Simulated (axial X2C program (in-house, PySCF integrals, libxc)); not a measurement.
## Photoelectron levels of SiTe by EOM-IP-CCSD

Calculated with an in-house all-electron X2C program for linear molecules (integrals from PySCF): two-component X2C with atomic mean-field Coulomb and Gaunt terms, Gaussian nuclei, basis Te dyall-cv3z, Si dyall-v3z with contracted cores.

R = 2.482 Å (1.090 times 2.277 Å, the PBE0 minimum at charge 0 for the lowest determinant).

Vertical ionisation energies of SiTe to the states of SiTe⁺:

```tsv
Ω of SiTe⁺	vertical IE (eV)	above lowest (cm⁻¹)	ionised spinor	one-hole weight
3/2	8.767	0	70% Te pπ, 26% Si pπ	0.95
1/2	9.049	2273	67% Te pπ, 15% Si pπ, 8% Si pσ	0.95
1/2	9.692	7456	36% Si pσ, 35% Te pσ, 14% Te pπ	0.94
```

Question: Take the first Ω = 1/2 and Ω = 3/2 rows of π character: how far apart are they, and which lies lower?

Answer: E(3/2) − E(1/2) = 0 − 2273 = -2273 cm⁻¹ at EOM-IP-CCSD: inverted, Ω = 3/2 lower. Splittings at this level can be off by ten to twenty per cent.

This point took 17 s on 1 thread of Arm Neoverse V2 (shared host).

Reference electrons by ω block (each with its −ω partner): 1/2: 22, 3/2: 9, 5/2: 2. 20 electrons of SiTe correlated (inner shells frozen), 82 natural virtual spinors (a truncated set); levels can be off by some tenths of an eV. Roots sought by Ω: (1/2: 4, 3/2: 3, 5/2: 1); the list ends where they run out and leaves out roots under 60 % one-particle weight. The solver can skip a root, and states that need a further excitation, which the method places far too high, are missing though they may lie low or lowest. T1 of the reference 0.022 (Lee–Taylor). Number of frozen shells: Te 4 s, 3 p, 1 d; Si 2 s, 1 p.
